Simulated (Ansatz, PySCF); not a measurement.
Molecule: sum formula HBO (charge +1, doublet). 
Coordinates optimised at B3LYP-D3(BJ)/def2-TZVP (Ansatz, a program for electronic structure):
```
O
B 1 1.2141
H 1 0.9719 2 180.00
```
Charge +1, spin multiplicity 2.

Total electronic energies in hartree. Cores are frozen in the correlated levels unless marked. Open shells are spin-unrestricted. Spin-orbit coupling is left out. Non-relativistic. Basis-set limits of correlation are two-point, X^-3; Hartree-Fock from the larger set. The bracket is a focal-point correction in the basis named.

```json
[
 {"level": "HF/def2-TZVPD", "program": "PySCF", "energy (Eh)": "-99.83417"},
 {"level": "PBE0-D3(BJ)/def2-TZVP", "program": "Ansatz + dftd3", "energy (Eh)": "-100.20789"},
 {"level": "PBE0/def2-TZVP", "program": "Ansatz", "energy (Eh)": "-100.20722"},
 {"level": "HSE06-D3(BJ)/def2-TZVPD", "program": "Ansatz + dftd3", "energy (Eh)": "-100.20310"},
 {"level": "HSE06/def2-TZVPD", "program": "Ansatz", "energy (Eh)": "-100.20263"},
 {"level": "B2GP-PLYP-D4/def2-TZVPD", "program": "Ansatz + dftd4", "energy (Eh)": "-100.23485"},
 {"level": "SCS-MP2/cc-pVTZ", "program": "Ansatz", "energy (Eh)": "-100.10402"},
 {"level": "RI-MP2/CBS(def2-TZVPPD,def2-QZVPPD)+[CCSD(T)-MP2]/def2-QZVPPD", "program": "Ansatz", "energy (Eh)": "-100.1720"},
 {"level": "CCSD(T)/CBS(aug-cc-pVTZ,aug-cc-pVQZ)", "program": "Ansatz", "energy (Eh)": "-100.1707"}
]
```

Totals of different functionals don't rank their quality; only differences between species are comparable.
